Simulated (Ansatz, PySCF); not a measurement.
The pair A = AlH3 (SMILES [AlH3]) (first 4 atoms), B = H2S (SMILES S); geometry from B3LYP-D3(BJ)/def2-TZVP.
(charge 0, multiplicity 1):
```xyz
7

Al    -0.25202    -0.12635     0.49226
H     -1.00169    -1.49315     0.80040
H     -1.11701     1.19677     0.33868
H      1.19678    -0.18373    -0.15600
S      0.57769     0.40835     2.87179
H      1.08352    -0.80034     3.17395
H     -0.56925     0.17253     3.53285
```

Cores are frozen in the correlated methods. Rows in 6-31G* carry no dispersion term and start afresh at each structure (6-31G* with six Cartesian d functions). MP2/6-31G* freezes PySCF's default core.

Programs: Ansatz (a first-principles code); PySCF for 6-31G* rows. 

Total energies (hartree), monomers frozen at their geometry in the pair:

```tsv
structure	B3LYP/6-31G*	MP2/6-31G*	CCSD(T)/aug-cc-pV(T+d)Z
AB	-643.6086316	-642.4775712	-642.7315284
A in the pair's basis	-244.2019651	-243.6667889	-243.7640650
B in the pair's basis	-399.3866380	-398.7919395	-398.9442894
A	-244.2017684	-243.6662463	-243.7638525
B	-399.3854080	-398.7883840	-398.9435728
```

Problem. Work out the interaction energy without and with the counterpoise correction, and the superposition error, for each level.

Solution. 
E(AB) − E(A) − E(B), times 627.509 kcal/mol, with the monomers in their own basis and then in the pair's basis:
- B3LYP/6-31G*: -13.46 uncorrected, -12.57 corrected; the monomers gain 0.90 kcal/mol from borrowed functions
- MP2/6-31G*: -14.40 uncorrected, -11.82 corrected; the monomers gain 2.57 kcal/mol from borrowed functions
- CCSD(T)/aug-cc-pV(T+d)Z: -15.12 uncorrected, -14.54 corrected; the monomers gain 0.58 kcal/mol from borrowed functions
